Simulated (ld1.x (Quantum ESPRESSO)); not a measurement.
**Be (Z = 4): variants of one ultrasoft potential**

Base potential:

* Element: Be
* Generator: ld1.x (Quantum ESPRESSO) 7.5
* Type: ultrasoft
* Functional: BP86
* Relativity: scalar-relativistic
* Frozen core: none
* Valence charge: 4
* Reference configuration: 1s2 2s2 2p0
* Partial waves: 1s (bound): rcut 0.65, rcutus 0.75 bohr; 2s (bound): rcut 0.65, rcutus 0.75 bohr; 2p (bound, empty): rcut 3.25, rcutus 3.55 bohr; 2p channel at 0.9 Ry: rcut 3.25, rcutus 3.55 bohr
* Local potential: all-electron potential smoothed inside 1.05 bohr (lloc = -1)
* Core correction: none
* Augmentation charge: PSQ, radius 0.55 bohr

All-electron outer shells of the reference configuration (BP86, scalar-relativistic, ld1.x):

| shell | level (eV) | outermost node (bohr) | outermost maximum (bohr) |
| --- | --- | --- | --- |
| 1s | -106.45 | – | 0.27 |
| 2s | -5.70 | 0.59 | 2.04 |
| 2p | -2.09 | – | 2.31 |

Cutoffs, loose and tight: the cutoffs (Ry, on a coarse ladder) from which the occupation-weighted sum of valence levels, in a spherical-Bessel basis at the reference potential, stays within 10 and 1 mRy of its value at 400 Ry. They do not see the model core or the augmentation charge, which bear on the density cutoff. Test errors are all-electron minus pseudo excitation energies from the reference, over the configurations 1s2 2s1 2p0; 1s2 2s0 2p0; 1s2 2s1.5 2p0; 1s2 2s1 2p1; 1s2 2s0 2p1; 1s1 2s2 2p0; 1s2 2s0 2p2. A dash means not determined; rows that change the core or the reference have their own tests. The largest error is taken over the tests solved by every variant that gives reliable tests at all: 1s2 2s0 2p0; 1s2 2s1 2p0; 1s2 2s1.5 2p0.

A true bound ghost makes a file unfit for plane-wave use even where its test errors are small: the radial tests pick states by their node count and pass the ghost by.

Cutoffs are not given where the Bessel-basis levels miss the radial ones by over 6 mRy, ghosts where they miss by over 20 mRy; a channel whose overlap is not positive is not tested.

A file whose overlap is not positive is unfit for use, and its test errors describe a broken file.

```csv
change,outcome,"cutoff, loose","cutoff, tight",bound ghosts,largest test error (meV)
base,"generated, overlap not positive",–,–,not determined (overlap not positive),+0.9
"all radii scaled by about 1.09 (s 0.82, p 3.88 bohr, rcut 0.72/3.56); local potential all-electron potential smoothed inside 1.16 bohr (lloc = -1); augmentation PSQ, radius 0.60 bohr",generated,120 Ry,160 Ry,none,+165
"waves 2p (bound): rcut 3.25, rcutus 4.52 bohr; 2p channel at 0.9 Ry: rcut 3.25, rcutus 4.52 bohr",generated,140 Ry,180 Ry,none,+0.9
"wave 2p channel at 0.9 Ry: rcut 3.25, rcutus 3.55 bohr becomes 2p channel at 5.5 Ry: rcut 3.25, rcutus 3.55 bohr",generated,140 Ry,180 Ry,p,+0.9
functional LDA (PZ),"generated, overlap not positive",–,–,not determined (overlap not positive),+0.9
"core [He], valence charge 2; reference 2s2 2p0; waves now 2s (bound): rcut 1.70, rcutus 2.25 bohr; 2s channel at 2.55 Ry: rcut 1.70, rcutus 2.25 bohr; 2p (bound): rcut 3.75, rcutus 4.00 bohr; 2p channel at 0.9 Ry: rcut 3.75, rcutus 4.00 bohr; local potential all-electron potential smoothed inside 2.35 bohr (lloc = -2); augmentation PSQ, radius 1.55 bohr",generated,6 Ry,6 Ry,none,+30
"waves 1s (bound): rcut 0.65, rcutus 0.72 bohr; 2s (bound): rcut 0.65, rcutus 0.72 bohr","generated, overlap not positive",–,–,not determined (overlap not positive),+1.6
local potential all-electron potential smoothed inside 2.06 bohr (lloc = -1),"generated, overlap not positive",–,–,not determined (overlap not positive),+0.6
type TM; waves now 1s (bound): rc 0.75 bohr; 2p (bound): rc 3.55 bohr; local potential the p channel,"generated, misses its reference levels by 0.70 eV",180 Ry,over 300 Ry,none,-2161
local potential all-electron potential smoothed inside 0.95 bohr (lloc = -2),"generated, overlap not positive",–,–,not determined (overlap not positive),+0.9
functional BLYP,"generated, overlap not positive",–,–,not determined (overlap not positive),+0.8
```

**Question.** What comes out with this change to the base: augmentation PSQ, inside the norm-conserving radii?

**Answer.** outcome: generated, overlap not positive; bound ghosts: not determined (overlap not positive); largest test error (meV): +3.7. A file whose overlap is not positive is unfit for use, and its test errors describe a broken file.
